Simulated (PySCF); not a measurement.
C6H16NSi, doublet, at a GFN2-xTB geometry. Base run: MP2/3-21G (PySCF).

PySCF was given this input:
```python
from pyscf import gto, scf, mp

mol = gto.M(
    atom='''
C     1.940207   -0.132291    1.306525
C     1.510494   -0.093841   -0.100610
C     1.861489   -1.374939   -0.860278
N     0.079274    0.211322   -0.200434
Si   -0.436117    1.682676   -0.922295
C    -0.807924   -0.656855    0.556273
C    -1.761035   -1.410085   -0.373450
C    -1.593700    0.105136    1.622954
H     1.705551    0.695831    1.947471
H     2.329518   -1.027933    1.750743
H     2.013472    0.743699   -0.607936
H     1.529162   -1.293483   -1.892199
H     2.937701   -1.528187   -0.845974
H     1.381991   -2.239172   -0.406917
H     0.478256    1.929332   -2.039308
H    -1.804331    1.521823   -1.413259
H    -0.399093    2.839028   -0.010100
H    -0.175450   -1.390515    1.071377
H    -1.200112   -1.926593   -1.147821
H    -2.450271   -0.719511   -0.850411
H    -2.334832   -2.141280    0.191656
H    -2.274210    0.813585    1.158010
H    -2.170836   -0.588231    2.230934
H    -0.912984    0.652134    2.270425
''',
    basis='3-21g',
    charge=0,
    spin=1,
    verbose=5,
)

mf = scf.UHF(mol)
mf.kernel()

pt = mp.MP2(mf)
pt.kernel()
print('E(MP2) = %.10f' % pt.e_tot)
```

The base run was repeated with changes; each row names its change, and settings that it needs were set with it.

```json
[
 {"change": "base", "ΔE vs base (kcal/mol)": "0.000", "MP2 correlation (Eh)": "-0.71060", "basis functions": "108"},
 {"change": "cart = on", "ΔE vs base (kcal/mol)": "0.000", "MP2 correlation (Eh)": "-0.71060", "basis functions": "108"},
 {"change": "frozen = 11", "ΔE vs base (kcal/mol)": "10.91", "MP2 correlation (Eh)": "-0.69322", "basis functions": "108"},
 {"change": "frozen = 13", "ΔE vs base (kcal/mol)": "35.30", "MP2 correlation (Eh)": "-0.65436", "basis functions": "108"},
 {"change": "density fitting = JK and correlation", "ΔE vs base (kcal/mol)": "0.348", "MP2 correlation (Eh)": "-0.71025", "basis functions": "108"},
 {"change": "frozen = 12", "ΔE vs base (kcal/mol)": "11.42", "MP2 correlation (Eh)": "-0.69241", "basis functions": "108"}
]
```

Open shells are given as the SCF converged; they aren't shown to be the lowest states, and a large step between rows can be another state.
